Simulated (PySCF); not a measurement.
C5H12Si (SMILES C=C[Si](C)(C)C), singlet, at a GFN2-xTB geometry; PBE/STO-3G in PySCF.

PySCF was given this input:
```python
from pyscf import gto, scf, dft

mol = gto.Mole()
mol.atom = '''
    C     2.09969304   -0.88807633    1.07024251
    C     1.47938131    0.16669378    0.56540590
    Si   -0.27822790    0.14471539   -0.14823312
    C    -0.70932913    1.91047222   -0.72535719
    C    -1.51414155   -0.41817328    1.19381653
    C    -0.35896631   -1.05961472   -1.62774492
    H     3.10234198   -0.84227493    1.46909345
    H     1.62846602   -1.85714423    1.10860404
    H     2.01189694    1.11072167    0.55795147
    H    -1.70950775    1.95608508   -1.14523564
    H    -0.01891182    2.25685325   -1.48854468
    H    -0.66873842    2.61671776    0.09848447
    H    -1.50559261    0.25399108    2.04664380
    H    -2.52948007   -0.44910483    0.80955198
    H    -1.27089795   -1.41123062    1.55889485
    H     0.32384535   -0.76219016   -2.41800042
    H    -0.09054437   -2.06777118   -1.32728167
    H    -1.35751067   -1.09847816   -2.05307519
'''
mol.basis = 'sto-3g'
mol.verbose = 4
mol.build()

mf = dft.RKS(mol)
mf.xc = 'pbe'
mf.kernel()
mf.analyze()
```

### Question
Predict the main parts of the log of this PySCF run.

### Answer

```
PySCF version 2.14.0

[INPUT] verbose = 4
[INPUT] num. atoms = 18
[INPUT] num. electrons = 56
[INPUT] charge = 0
[INPUT] spin (= nelec alpha-beta = 2S) = 0
[INPUT] symmetry False subgroup None
[INPUT] Mole.unit = angstrom
[INPUT] Symbol           X                Y                Z      unit          X                Y                Z       unit  Magmom
[...]
nuclear repulsion = 296.671337674084
number of shells = 32
number of NR pGTOs = 138
number of NR cGTOs = 46
basis = sto-3g
ecp = {}

******** <class 'pyscf.dft.rks.RKS'> ********
method = RKS
initial guess = minao
damping factor = 0
level_shift factor = 0
DIIS = <class 'pyscf.scf.diis.CDIIS'>
diis_start_cycle = 1
diis_space = 8
diis_damp = 0
SCF conv_tol = 1e-09
SCF conv_tol_grad = None
SCF max_cycles = 50
direct_scf = True
direct_scf_tol = 1e-13
XC library pyscf.dft.libxc version 7.1.2
    S. Lehtola, C. Steigemann, M. J. T. Oliveira, and M. A. L. Marques,  SoftwareX 7, 1–5 (2018)
XC functionals = pbe
    J. P. Perdew, K. Burke, and M. Ernzerhof,  Phys. Rev. Lett. 77, 3865 (1996)
    J. P. Perdew, K. Burke, and M. Ernzerhof,  Phys. Rev. Lett. 78, 1396 (1997)
    J. P. Perdew, K. Burke, and M. Ernzerhof,  Phys. Rev. Lett. 77, 3865 (1996)
    J. P. Perdew, K. Burke, and M. Ernzerhof,  Phys. Rev. Lett. 78, 1396 (1997)
radial grids:
    Treutler-Ahlrichs [JCP 102, 346 (1995); DOI:10.1063/1.469408] (M4) radial grids

becke partition: Becke, JCP 88, 2547 (1988); DOI:10.1063/1.454033
pruning grids: <function nwchem_prune>
grids dens level: 3
symmetrized grids: False
atomic radii adjust function: <function treutler_atomic_radii_adjust>
small_rho_cutoff = 0
Set gradient conv threshold to 3.16228e-05
Initial guess from minao.
tot grids = 207472
init E= -481.007238204441
[...]
cycle= 1 E= -481.041750454368  delta_E= -0.0345  |g|= 0.48  |ddm|= 4.99
[...]
cycle= 2 E= -480.999069484043  delta_E= 0.0427  |g|= 0.602  |ddm|= 1.43
[...]
cycle= 3 E= -481.105729498089  delta_E= -0.107  |g|= 0.166  |ddm|= 0.875
[...]
cycle= 4 E= -481.114382718571  delta_E= -0.00865  |g|= 0.0203  |ddm|= 0.209
[...]
cycle= 5 E= -481.114513496796  delta_E= -0.000131  |g|= 0.00501  |ddm|= 0.0353
[...]
cycle= 6 E= -481.114522014743  delta_E= -8.52e-06  |g|= 0.000715  |ddm|= 0.00812
[...]
cycle= 7 E= -481.114522226416  delta_E= -2.12e-07  |g|= 6.23e-05  |ddm|= 0.00131
[...]
cycle= 8 E= -481.114522227121  delta_E= -7.05e-10  |g|= 3.85e-05  |ddm|= 0.000127
[...]
cycle= 9 E= -481.114522227587  delta_E= -4.67e-10  |g|= 2.05e-06  |ddm|= 5.46e-05
[...]
Extra cycle  E= -481.114522227581  delta_E= 6.25e-12  |g|= 3.9e-06  |ddm|= 7.97e-06
converged SCF energy = -481.114522227581
**** SCF Summaries ****
Total Energy =                        -481.114522227580949
Nuclear Repulsion Energy =             296.671337674084327
One-electron Energy =                -1250.339580583292445
Two-electron Energy =                  472.553720681627169
Two-electron Coulomb Energy =          524.752585671364045
DFT Exchange-Correlation Energy =      -52.198864989736848
HOMO-LUMO gap [eV] =                     6.768580879300495
**** MO energy ****
[...]
 ** Mulliken pop on meta-lowdin orthogonal AOs  **
 ** Mulliken pop  **
 ** Mulliken atomic charges  **
charge of    0C =     -0.11903
charge of    1C =     -0.19649
charge of    2Si =      0.64338
charge of    3C =     -0.30159
charge of    4C =     -0.29842
charge of    5C =     -0.29838
charge of    6H =      0.04742
charge of    7H =      0.04345
charge of    8H =      0.04422
charge of    9H =      0.04776
charge of   10H =      0.04806
charge of   11H =      0.04808
charge of   12H =      0.04905
charge of   13H =      0.04806
charge of   14H =      0.04867
charge of   15H =      0.04904
charge of   16H =      0.04869
charge of   17H =      0.04805
Dipole moment(X, Y, Z, Debye): -0.28232,  0.07658, -0.13445
```
